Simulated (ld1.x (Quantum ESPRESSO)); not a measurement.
**Varying the ultrasoft potential for Mg (Z = 12)**

Base potential:

```
Element                 : magnesium
Generator               : ld1.x (Quantum ESPRESSO) 7.5
Type                    : ultrasoft
Functional              : PBE
Relativity              : scalar-relativistic
Frozen core             : [He]
Valence charge          : 10
Reference configuration : 2s2 2p6 3s2 3p0
Partial waves           : 2s (bound): rcut 0.95, rcutus 1.20 bohr; 3s (bound): rcut 0.95, rcutus 1.20 bohr; 2p (bound): rcut 1.05, rcutus 1.15 bohr; 3p (bound, empty): rcut 1.05, rcutus 1.15 bohr; 3d channel at 0.45 Ry: rcut 0.80, rcutus 1.10 bohr; 3d channel at 1.75 Ry: rcut 0.80, rcutus 1.10 bohr
Local potential         : all-electron potential smoothed inside 1.20 bohr (lloc = -1)
Core correction         : a·sin(br)/r model core, default radius (core density twice the valence density)
Augmentation charge     : PSQ, inside the norm-conserving radii
```

Cutoffs, loose and tight: the cutoffs (Ry, on a coarse ladder) from which the occupation-weighted sum of valence levels, in a spherical-Bessel basis at the reference potential, stays within 10 and 1 mRy of its value at 400 Ry. They do not see the model core or the augmentation charge, which bear on the density cutoff. Test errors are all-electron minus pseudo excitation energies from the reference, over the configurations 2s2 2p6 3s1 3p0; 2s2 2p6 3s0 3p0; 2s2 2p6 3s1.5 3p0; 2s2 2p6 3s0 3p1; 2s1 2p6 3s2 3p0; 2s2 2p6 3s1 3p1; 2s2 2p5 3s2 3p0. A dash means not determined; rows that change the core or the reference have their own tests. The largest error is taken over the tests solved by every variant that gives reliable tests at all: 2s2 2p6 3s0 3p0; 2s2 2p6 3s0 3p1; 2s2 2p6 3s1 3p0; 2s2 2p6 3s1 3p1; 2s2 2p6 3s1.5 3p0.

Cutoffs are not given where the Bessel-basis levels miss the radial ones by over 6 mRy, ghosts where they miss by over 20 mRy; a channel whose overlap is not positive is not tested.

A file whose overlap is not positive is unfit for use, and its test errors describe a broken file.

```csv
change,outcome,"cutoff, loose","cutoff, tight",bound ghosts,largest test error (meV)
base,generated,70 Ry,110 Ry,none,-102
local potential all-electron potential smoothed inside 1.10 bohr (lloc = -1),"generated, overlap not positive",–,–,not determined (overlap not positive),-104
local potential all-electron potential smoothed inside 0.84 bohr (lloc = -1),"generated, overlap not positive",–,–,not determined (overlap not positive),-99
"augmentation PSQ, radius 0.55 bohr",generated,70 Ry,110 Ry,none,-0.2
"wave 3d channel at 1.75 Ry: rcut 0.80, rcutus 1.10 bohr becomes 3d channel at 0.85 Ry: rcut 0.80, rcutus 1.10 bohr",generated,70 Ry,110 Ry,none,-102
"waves 2s (bound): rcut 0.95, rcutus 1.70 bohr; 3s (bound): rcut 0.95, rcutus 1.70 bohr","generated, overlap not positive",–,–,not determined (overlap not positive),-72
```

Problem. What comes out with this change to the base: functional revPBE; removed wave 3d channel at 1.75 Ry: rcut 0.80, rcutus 1.10 bohr?

Solution. outcome: generated; cutoff, loose: 70 Ry; cutoff, tight: 110 Ry; bound ghosts: none; largest test error (meV): -115.
